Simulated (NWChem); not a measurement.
System: GaSiH3Cl2; SMILES [SiH3][Ga]([Cl])[Cl]

The following NWChem deck was run.

```
start job
memory heap 200 mb stack 900 mb global 1100 mb
geometry units angstroms noautoz
  Ga    -0.004181     0.014834     0.010813
  Cl    -1.804195     1.222170    -0.012904
  Cl     1.815763     1.192533    -0.013308
  Si    -0.010696    -2.387099     0.022265
  H      1.118933    -2.884888     0.878097
  H      0.188021    -2.854005    -1.393623
  H     -1.325892    -2.890740     0.542981
end
basis spherical
  * library def2-svp
end
dft
  xc b3lyp
  grid coarse
  iterations 150
  mulliken
end
task dft gradient
```

NWChem printed, in part:

```
             Northwest Computational Chemistry Package (NWChem) 7.3.0
             --------------------------------------------------------

 C1  symmetry detected

                             Geometry "geometry" -> ""
                             -------------------------

 Output coordinates in angstroms (scale by  1.889725989 to convert to a.u.)

  No.       Tag          Charge          X              Y              Z
 ---- ---------------- ---------- -------------- -------------- --------------
    1 Ga                  31.0000    -0.00270596     0.02136251     0.00822944
    2 Cl                  17.0000    -1.78918989     1.24879677    -0.00415743
    3 Cl                  17.0000     1.83021549     1.17894579    -0.00413291
    4 Si                  14.0000    -0.03590592    -2.38034820    -0.00356652
    5 H                    1.0000     1.08786251    -2.89891483     0.84763096
    6 H                    1.0000     0.15804420    -2.83571231    -1.42386767
    7 H                    1.0000    -1.35677429    -2.87435957     0.51199091

 Effective nuclear repulsion energy (a.u.)     500.0957386419

                                 NWChem DFT Module
                                 -----------------

 Summary of "ao basis" -> "ao basis" (spherical)
 ------------------------------------------------------------------------------
       Tag                 Description            Shells   Functions and Types
 ---------------- ------------------------------  ------  ---------------------
 Ga                         def2-svp                12       32   5s4p3d
 Cl                         def2-svp                 8       18   4s3p1d
 Si                         def2-svp                 8       18   4s3p1d
 H                          def2-svp                 3        5   2s1p

            General Information
            -------------------
          SCF calculation type: DFT
          Wavefunction type:  closed shell.
          No. of atoms     :     7
          No. of electrons :    82
           Alpha electrons :    41
            Beta electrons :    41
          Charge           :     0
          Spin multiplicity:     1
          Use of symmetry is: off; symmetry adaption is: off
          Maximum number of iterations: 150
          AO basis - number of functions:   101
                     number of shells:    45
          Convergence on energy requested:  1.00D-06
          Convergence on density requested:  1.00D-05
          Convergence on gradient requested:  5.00D-04

              XC Information
              --------------
                         B3LYP Method XC Potential
                     Hartree-Fock (Exact) Exchange  0.200
                        Slater Exchange Functional  0.800 local
                    Becke 1988 Exchange Functional  0.720 non-local
              Lee-Yang-Parr Correlation Functional  0.810
                  VWN I RPA Correlation Functional  0.190 local

             Grid Information
             ----------------
          Grid used for XC integration:  coarse
          Radial quadrature: Mura-Knowles
          Angular quadrature: Lebedev.
          Tag              B.-S. Rad. Rad. Pts. Rad. Cut. Ang. Pts.
          ---              ---------- --------- --------- ---------
          Ga                  1.30       95           9.0       302
          Cl                  1.00       70          12.0       302
          Si                  1.10       70          10.0       302
          H                   0.35       35          11.0       302
          Grid pruning is: on
          Number of quadrature shells:   410
          Spatial weights used:  Erf1

      Superposition of Atomic Density Guess
      -------------------------------------

 Sum of atomic energies:       -3131.85928082

      Non-variational initial energy
      ------------------------------

 Total energy =   -3132.562291
 1-e energy   =   -5354.967975
 2-e energy   =    1722.309945
 HOMO         =      -0.321799
 LUMO         =       0.005759

     ---------------------------------------------
      Total Density - Mulliken Population Analysis
     ---------------------------------------------

    Atom       Charge   Shell Charges
 -----------   ------   -------------------------------------------------------
    1 Ga  31    29.95   2.00  2.00  2.00  0.96  0.16  6.00  5.98  0.51  0.26  8.10  1.83  0.16
    2 Cl  17    17.53   2.00  1.99  1.23  0.72  5.94  2.19  3.45  0.01
    3 Cl  17    17.53   2.00  1.99  1.23  0.72  5.94  2.19  3.45  0.01
    4 Si  14    13.83   2.00  1.99  1.02  0.31  5.94  1.12  1.37  0.08
    5 H    1     1.05   0.68  0.36  0.01
    6 H    1     1.05   0.68  0.36  0.01
    7 H    1     1.05   0.68  0.36  0.01

   convergence    iter        energy       DeltaE   RMS-Dens  Diis-err
 ---------------- ----- ----------------- --------- --------- ---------
 d= 0,ls=0.0,diis     1  -3136.0598753316 -3.64D+03  1.54D-02  5.11D-01
 d= 0,ls=0.0,diis     2  -3136.0380028339  2.19D-02  9.13D-03  5.63D-01
 d= 0,ls=0.0,diis     3  -3136.1302146640 -9.22D-02  1.76D-03  5.11D-02
 d= 0,ls=0.0,diis     4  -3136.1355244780 -5.31D-03  3.78D-04  7.63D-03
 d= 0,ls=0.0,diis     5  -3136.1359561561 -4.32D-04  1.05D-04  1.31D-04
  Resetting Diis
 d= 0,ls=0.0,diis     6  -3136.1359656401 -9.48D-06  2.47D-05  5.02D-06
 d= 0,ls=0.0,diis     7  -3136.1359663576 -7.17D-07  8.86D-06  1.57D-07

         Total DFT energy =    -3136.135966357606
      One electron energy =    -5354.743417562760
           Coulomb energy =     1872.234840526109
    Exchange-Corr. energy =     -153.723127962855
 Nuclear repulsion energy =      500.095738641901

 Numeric. integr. density =       81.999910581860

                       DFT Final Molecular Orbital Analysis
                       ------------------------------------

 Vector   39  Occ=2.000000D+00  E=-3.165610D-01
              MO Center=  3.8D-02,  1.2D+00, -3.9D-03, r^2= 4.3D+00
   Bfn.  Coefficient  Atom+Function         Bfn.  Coefficient  Atom+Function
  ----- ------------  ---------------      ----- ------------  ---------------
    63     -0.460900  3 Cl pz                45      0.456433  2 Cl pz
    60     -0.339142  3 Cl pz                42      0.335699  2 Cl pz
    57     -0.197848  3 Cl pz                39      0.195849  2 Cl pz
    21     -0.060690  1 Ga d  1              31      0.052460  1 Ga d  1

 Vector   40  Occ=2.000000D+00  E=-3.091009D-01
              MO Center=  1.9D-02,  1.2D+00, -2.1D-03, r^2= 4.5D+00
   Bfn.  Coefficient  Atom+Function         Bfn.  Coefficient  Atom+Function
  ----- ------------  ---------------      ----- ------------  ---------------
    43      0.346932  2 Cl px                61      0.335702  3 Cl px
    62     -0.311631  3 Cl py                44      0.299038  2 Cl py
    40      0.259773  2 Cl px                58      0.251147  3 Cl px
    59     -0.235116  3 Cl py                41      0.225844  2 Cl py
    37      0.150651  2 Cl px                55      0.145675  3 Cl px

 Vector   41  Occ=2.000000D+00  E=-2.973429D-01
              MO Center=  2.4D-03, -7.9D-02, -8.8D-04, r^2= 5.6D+00
   Bfn.  Coefficient  Atom+Function         Bfn.  Coefficient  Atom+Function
  ----- ------------  ---------------      ----- ------------  ---------------
    44      0.347651  2 Cl py                62      0.347989  3 Cl py
    80      0.268216  4 Si py                41      0.262559  2 Cl py
    59      0.263007  3 Cl py                77      0.228530  4 Si py
     4      0.222655  1 Ga s                 72      0.214640  4 Si s
    13     -0.204298  1 Ga py                38      0.151666  2 Cl py

 Vector   42  Occ=0.000000D+00  E=-7.766922D-02
              MO Center= -1.3D-02, -3.2D-01,  4.6D-02, r^2= 4.2D+00
   Bfn.  Coefficient  Atom+Function         Bfn.  Coefficient  Atom+Function
  ----- ------------  ---------------      ----- ------------  ---------------
    17      0.557312  1 Ga pz                14      0.459202  1 Ga pz
    93      0.327632  6 H  s                 81      0.303457  4 Si pz
    45     -0.239744  2 Cl pz                63     -0.237191  3 Cl pz
    11     -0.216858  1 Ga pz                88     -0.210031  5 H  s
    42     -0.135936  2 Cl pz                60     -0.134515  3 Cl pz

 Vector   43  Occ=0.000000D+00  E=-4.589780D-02
              MO Center= -9.3D-03, -3.8D-01, -3.0D-02, r^2= 5.3D+00
   Bfn.  Coefficient  Atom+Function         Bfn.  Coefficient  Atom+Function
  ----- ------------  ---------------      ----- ------------  ---------------
     5      0.821105  1 Ga s                  4      0.737743  1 Ga s
    80     -0.585199  4 Si py                72     -0.539969  4 Si s
    71     -0.368155  4 Si s                  3     -0.348982  1 Ga s
    61      0.322178  3 Cl px                43     -0.316814  2 Cl px
    36     -0.226492  2 Cl s                 54     -0.226018  3 Cl s

[...]

                         DFT ENERGY GRADIENTS

    atom               coordinates                        gradient
                 x          y          z           x          y          z
   1 Ga     -0.005114   0.040369   0.015551    0.000023  -0.001540  -0.000054
   2 Cl     -3.381079   2.359884  -0.007856    0.000138  -0.000133   0.000001
   3 Cl      3.458606   2.227885  -0.007810   -0.000161  -0.000114   0.000000
   4 Si     -0.067852  -4.498206  -0.006740   -0.000030   0.005268   0.000284
   5 H       2.055762  -5.478155   1.601790    0.003196  -0.001265   0.002302
   6 H       0.298660  -5.358719  -2.690720    0.000565  -0.001031  -0.003920
   7 H      -2.563932  -5.431752   0.967523   -0.003731  -0.001185   0.001386
```

Level: B3LYP/def2-SVP. All runs use the structure optimised with PBE-D3(BJ)/def2-SVP.
